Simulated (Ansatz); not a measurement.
Reaction (formal exchange of groups at a Ge–O bond): `[OH][GeH]([OH])[Cl]` + `COC(C)(F)F` → `[CH3][GeH]([OH])[Cl]` + `COC(O)(F)F`

Program: Ansatz. Geometries: PBE0-D4/def2-TZVP. ΔE: electronic, gas phase. CBS: MP2 limit from def2 TZ/QZ plus the TZ coupled-cluster correction, frozen cores. Functionals use def2-TZVPP. For Ge outer-core shells are correlated without core-valence functions, which leaves a few kJ/mol of doubt a bond. Scalar relativity is left out up to krypton. One conformer a species, not always the lowest.

| level | ΔE (kcal/mol) |
| --- | --- |
| ωB97M-V | 9.0 |
| B2PLYP | 10.2 |
| PBE | 8.4 |
| PBE0 | 7.9 |
| CCSD(T)/def2-TZVPP | 9.7 |
| HF/def2-QZVPP | 9.6 |
| SCS-MP2/def2-QZVPP | 11.4 |
| MP2/CBS(def2) | 11.0 |

What does CCSD(T)/CBS give? (An estimate is asked.)

Computed: +10.3 kcal/mol. The listed levels differ from it by -1.3, -0.1, -1.9, -2.4, -0.6, -0.7, 1.1, 0.7 kcal/mol.

Largest T1 diagnostic among the species: 0.011.
